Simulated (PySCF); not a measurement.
Bonds: Al1-N4 1.785 Å, N4-C5 1.442 Å, N4-C6 1.442 Å. Al1 carries H2, H3; C5 carries H7, H8, H9; C6 carries H10, H11, H12.

Computational details: NMR shieldings at B3LYP/pcSseg-1 (pcSseg-2 on Al)/GIAO, geometry from PBE0-D3(BJ)/def2-SVP, in PySCF 2.14 (one computed conformer, no solvent model, non-relativistic Hamiltonian, one averaged value for each set of equivalent atoms).

δ = σ(ref) − σ, references computed at the same level: TMS for $^{13}$C (σref 179.24) and $^{1}$H (σref 31.38); $^{27}$Al (σref 571.15) against [Al(H2O)6]3+; NH3 for $^{15}$N (σref 263.54).

| atoms | nucleus | count | δ (ppm) |
| --- | --- | --- | --- |
| H2/H3 | $^{1}$H | 2 | 4.40 |
| Al1 | $^{27}$Al | 1 | ? |
| H7/H8/H9/H10/H11/H12 | $^{1}$H | 6 | ? |
| C5/C6 | $^{13}$C | 2 | 43.2 |
| N4 | $^{15}$N | 1 | 103.1 |

Complete the table.

## Answers


- H7/H8/H9/H10/H11/H12: 2.85 ppm, hydrogen on a carbon bonded to N
- Al1: 223.5 ppm, aluminium bonded to N, 2 H

Hydrides on Al or Ga are broadened by the quadrupolar metal nucleus. Shifts are as computed, not scaled to solution data. Of 1211 compounds with measured shifts, 218 miss one by over three times the rms of a fit or turn the order of signals round; such compounds aren't used in these exercises. Experimental scales use liquid or dissolved standards, which lie at an offset from isolated NH3 (liquid NH3: subtract about 20 ppm).
